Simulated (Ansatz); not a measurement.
`BN(C)[SiH2]F`, relaxed with RKS PBE-D4/def2-SVP in the Gaussian-basis code of Ansatz from a rough embedded geometry. The force threshold is 0.03 eV/Å; the program also tests the step.

Charge 0, multiplicity 1.

Start:

```xyz
12

B    -1.486   -0.319    0.454
N    -0.056    0.174    0.628
C     0.937   -0.944    0.639
Si    0.220    1.300   -0.827
F     0.166    0.423   -2.228
H    -2.286   -0.195    1.309
H    -1.787   -1.028   -0.486
H     0.710   -1.597    1.449
H     0.825   -1.521   -0.301
H     1.922   -0.514    0.754
H    -0.743    2.365   -0.747
H     1.577    1.856   -0.644
```

```tsv
step	energy (eV)	largest force (eV/Å)	largest move (Å)
1	-13894.5046	2.497	0.000
2	-13894.8444	1.306	0.197
3	-13895.0803	0.847	0.195
4	-13895.2547	0.832	0.200
5	-13895.4673	0.668	0.196
6	-13895.6746	0.599	0.191
7	-13895.8650	0.549	0.200
8	-13896.0192	0.529	0.200
9	-13896.1355	0.304	0.200
10	-13896.1868	0.144	0.200
11	-13896.2047	0.174	0.200
12	-13896.2184	0.141	0.200
13 (rejected)	-13896.2152	0.679	0.155
14	-13896.2274	0.058	0.075
15	-13896.2338	0.037	0.100
16	-13896.2339	0.286	0.146
17	-13896.2392	0.122	0.020
18	-13896.2409	0.069	0.035
19	-13896.2420	0.031	0.027
20	-13896.2426	0.045	0.050
21	-13896.2428	0.023	0.015
```

End:

```xyz
12

B    -1.483   -0.342    0.655
N    -0.182   -0.125    0.149
C     0.915   -1.082    0.352
Si    0.192    1.332   -0.779
F     0.544    0.902   -2.324
H    -2.350    0.484    0.438
H    -1.709   -1.349    1.302
H     0.560   -1.936    0.961
H     1.287   -1.474   -0.619
H     1.773   -0.607    0.876
H    -0.990    2.240   -0.780
H     1.442    1.955   -0.230
```

Hardware: 4 threads of an Arm Neoverse V1 on a shared host. Wall time 30 s, peak host memory 0.19 GiB.
